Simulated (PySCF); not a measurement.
Compound: C2H3NOSi.
Structure used (PBE0-D3(BJ)/def2-SVP), in Å, numbered top down from 1:
```
atom  x, y, z in Å
N1     2.4050    0.6116   -1.3223
C2     1.5540    0.0987   -0.7242
Si3    0.1413   -0.6396    0.2282
C4    -1.3053    0.6449    0.2592
O5    -2.3162    0.3661    0.8488
H6    -0.3021   -1.8806   -0.4597
H7     0.5982   -0.9179    1.6146
H8    -1.1934    1.6307   -0.2678
```

The closed-shell ground state was solved at several levels (PySCF, density fitting, gas phase, non-relativistic).

| level | basis functions | HOMO (eV) | LUMO (eV) | gap (eV) | dipole (D) |
| --- | --- | --- | --- | --- | --- |
| B97-2/pcSseg-2 | 229 | -7.59 | -2.53 | 5.06 | 1.46 |
| KT3/pcSseg-2 | 229 | -6.59 | -3.52 | 3.07 | 1.54 |
| PBE0/def2-TZVP | 179 | -7.82 | -2.44 | 5.38 | 1.48 |
| BLYP/pcSseg-2 | 229 | -6.34 | -3.46 | 2.88 | 1.56 |
| PBE0/pcSseg-0 | 55 | -7.82 | -2.25 | 5.57 | 1.47 |
| PBE0/def2-SVPD | 131 | -7.90 | -2.52 | 5.38 | 1.45 |
| BHandHLYP/def2-SVPD | 131 | -9.33 | -1.34 | 7.99 | 1.33 |
| PBE0/def2-SVP | 89 | -7.67 | -2.21 | 5.46 | 1.43 |
| PBE/def2-SVPD | 131 | -6.46 | -3.64 | 2.82 | 1.57 |
| LDA/def2-SVPD | 131 | -6.59 | -3.90 | 2.69 | 1.65 |
| PBE0/6-31G | 55 | -7.66 | -2.09 | 5.57 | 1.32 |
| PBE0/6-31G* | 80 | -7.59 | -2.04 | 5.55 | 1.41 |
| CAM-B3LYP/def2-SVPD | 131 | -9.30 | -1.30 | 8.00 | 1.39 |

What might B3LYP/pcSseg-2 (229 basis functions) give for the same quantities?

HOMO -7.65 eV, LUMO -2.72 eV, gap 4.93 eV, dipole 1.45 D.

How much does the basis alone move the frontier levels among the 6 PBE0 rows?

The HOMO by 0.31 eV and the LUMO by 0.48 eV. By rising basis size (HOMO, LUMO in eV): pcSseg-0 -7.82, -2.25; 6-31G -7.66, -2.09; 6-31G* -7.59, -2.04; def2-SVP -7.67, -2.21; def2-SVPD -7.90, -2.52; def2-TZVP -7.82, -2.44.

In the def2-SVPD basis, how does the gap go with the fixed share of exact exchange?

LDA (0 %) 2.69 eV; PBE (0 %) 2.82 eV; PBE0 (25 %) 5.38 eV; BHandHLYP (50 %) 7.99 eV. Each rise in the share widens the gap here.

How far do the dipole and the HOMO energy spread over the levels?

The dipole runs from 1.32 to 1.65 D (mean 1.47 D) and the HOMO from -9.33 to -6.34 eV.

One conformer stands for the species.
